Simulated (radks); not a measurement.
Neutral thulium inside a hard spherical wall (all orbitals vanish at R), configuration held at [Xe] 4f13 6s2 and not refilled when levels cross. All-electron calculation, scalar-relativistic Kohn-Sham, LDA (Slater exchange, VWN5 correlation), spin-polarised, spherical densities, finite nucleus; open shells are filled with parallel spins first (spin-orbit coupling, left out, can overturn this in heavy ions); Fermi nuclear charge, rms radius 5.2256 fm. Program: a radial shooting solver on a logarithmic mesh with Libxc functionals. Eigenvalues in eV for spin up, with the zero of energy where the potential of the charges vanishes at infinity; a dash marks a level that is unbound or too diffuse for the functional's potential to be trusted. A positive occupied level is held by the wall or, in an anion where self-interaction has pushed it up, behind a barrier. The pressure on the wall is -dE/dV.

R (bohr) = free: E (hartree) -13557.6049; kinetic (hartree) 14729.169; e(5s) -53.735; e(5p) -27.208; e(6s) -4.043; e(4f) -3.686; e(6p, empty) -; e(5d, empty) -; pressure (GPa) 0
R (bohr) = 20: E (hartree) -13557.6049; kinetic (hartree) 14729.169; e(5s) -53.735; e(5p) -27.208; e(6s) -4.043; e(4f) -3.686; e(6p, empty) -1.172; e(5d, empty) -0.979; pressure (GPa) < 0.0001
R (bohr) = 15: E (hartree) -13557.6049; kinetic (hartree) 14729.169; e(5s) -53.734; e(5p) -27.206; e(6s) -4.042; e(4f) -3.685; e(6p, empty) -1.159; e(5d, empty) -0.976; pressure (GPa) 0.000106
R (bohr) = 12: E (hartree) -13557.6047; kinetic (hartree) 14729.172; e(5s) -53.712; e(5p) -27.185; e(6s) -4.025; e(4f) -3.664; e(6p, empty) -1.084; e(5d, empty) -0.946; pressure (GPa) 0.00390
R (bohr) = 10: E (hartree) -13557.6031; kinetic (hartree) 14729.186; e(5s) -53.611; e(5p) -27.084; e(6s) -3.943; e(4f) -3.564; e(6p, empty) -0.856; e(5d, empty) -0.832; pressure (GPa) 0.0425
R (bohr) = 5: E (hartree) -13557.3566; kinetic (hartree) 14730.265; e(5s) -49.985; e(5p) -23.593; e(6s) 1.203; e(4f) 0.090; e(6p, empty) 7.710; e(5d, empty) 3.319; pressure (GPa) 24.2
R (bohr) = 4: E (hartree) -13556.8514; kinetic (hartree) 14732.180; e(5s) -46.565; e(5p) -20.370; e(6s) 9.070; e(4f) 3.808; e(6p, empty) 19.104; e(5d, empty) 7.918; pressure (GPa) 133
R (bohr) = 3.5: E (hartree) -13556.1792; kinetic (hartree) 14734.735; e(5s) -43.266; e(5p) -17.172; e(6s) 18.203; e(4f) 7.604; e(6p, empty) 31.409; e(5d, empty) 12.649; pressure (GPa) 369
R (bohr) = 2.5: E (hartree) -13550.7310; kinetic (hartree) 14754.636; e(5s) -25.892; e(5p) 1.634; e(6s) 75.984; e(4f) 28.419; e(6p, empty) 101.37; e(5d, empty) 39.554; pressure (GPa) 4710
R (bohr) = 2: E (hartree) -13538.9378; kinetic (hartree) 14793.959; e(5s) 1.664; e(5p) 33.953; e(6s) 172.53; e(4f) 58.127; e(6p, empty) 209.62; e(5d, empty) 82.965; pressure (GPa) 23800
R (bohr) = 1.5: E (hartree) -13494.6464; kinetic (hartree) 14929.712; e(5s) 91.552; e(5p) 139.34; e(6s) 452.37; e(4f) 131.26; e(6p, empty) 509.23; e(5d, empty) 213.04; pressure (GPa) 179000
